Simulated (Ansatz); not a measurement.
Input file for C2H9NSi2, SMILES `C=C(N)[SiH2][SiH3]`:

```yaml
crystal:
  periodic: [false, false, false]
  atoms:
    - {symbol: C, position_ang: [-1.392204, 0.517704, 0.912871]}
    - {symbol: C, position_ang: [-0.119656, 0.879004, 0.701431]}
    - {symbol: N, position_ang: [0.519586, 1.886304, 1.405070]}
    - {symbol: Si, position_ang: [0.859455, 0.109404, -0.706207]}
    - {symbol: Si, position_ang: [-0.052856, -1.936649, -1.370674]}
    - {symbol: H, position_ang: [-1.876582, -0.222857, 0.291015]}
    - {symbol: H, position_ang: [-1.996278, 0.969558, 1.696122]}
    - {symbol: H, position_ang: [1.517994, 1.804076, 1.500453]}
    - {symbol: H, position_ang: [0.069410, 2.190026, 2.255875]}
    - {symbol: H, position_ang: [2.260161, -0.103595, -0.230657]}
    - {symbol: H, position_ang: [0.943518, 1.050445, -1.858099]}
    - {symbol: H, position_ang: [0.714141, -2.472670, -2.528001]}
    - {symbol: H, position_ang: [0.014163, -2.920270, -0.257418]}
    - {symbol: H, position_ang: [-1.473949, -1.779783, -1.782881]}
basis:
  gaussian: {orbitals: def2-SVP}
correlation: {method: ccsd_t}
```

```sh
$ ansatz run in.yaml --threads 4 --pin off --events-out ev --progress --plain --max-ram 10444MiB
```

Output of Ansatz, abridged:

```
Functional definition: HF
1233 factors; integrals over basis functions are off by at most 1.1e-3 eV
mean field evaluation 1: about -19397.8364 eV, gradient 3.1e1 eV
mean field evaluation 2: about -19397.8410 eV, gradient 3.1e1 eV
mean field evaluation 4: about -19401.0192 eV, gradient 3.4e0 eV
mean field evaluation 8: about -19401.0676 eV, gradient 2.8e-4 eV
mean field -19401.06761272 eV, -712.9760842516 hartree, gradient 1.9e-6 eV, S^2 0.000000; 0 other end points of the search recorded, 0 dependent functions left out
13 core orbitals not correlated: weight in the atoms' cores, before any rotation towards them, 1.000 or more for the frozen orbitals, at most 0.000 for the correlated occupied ones
reference -19401.06761272 eV, -712.9760842516 hartree; 15, 15 occupied and 95, 95 virtual orbitals, 1233 factors
second order -17.43525311 eV of doubles, -0.00000000 eV of singles
cycle   1  -18.66083255 eV  change    -1.2e0 eV  update   1.0e-1
cycle   2  -19.26952507 eV  change   -6.1e-1 eV  update   3.4e-2
cycle   3  -19.37371868 eV  change   -1.0e-1 eV  update   1.5e-2
cycle   4  -19.37078010 eV  change    2.9e-3 eV  update   4.3e-3
cycle   5  -19.37001560 eV  change    7.6e-4 eV  update   1.6e-3
cycle   6  -19.36981041 eV  change    2.1e-4 eV  update   4.5e-4
cycle   7  -19.36964841 eV  change    1.6e-4 eV  update   1.7e-4
cycle   8  -19.36966600 eV  change   -1.8e-5 eV  update   6.4e-5
cycle   9  -19.36967020 eV  change   -4.2e-6 eV  update   2.6e-5
perturbative correction -0.62903573 eV, -0.0231166366 hartree
Total energy: -19421.06631864 eV, -713.7110231386 hartree
```

Hardware: 4 threads of an Arm Neoverse V2 on a shared host. Wall time 6.5 s, peak host memory 0.68 GiB.

Correlation energy per correlated electron: -0.667 eV. T1 diagnostic: 0.0125.
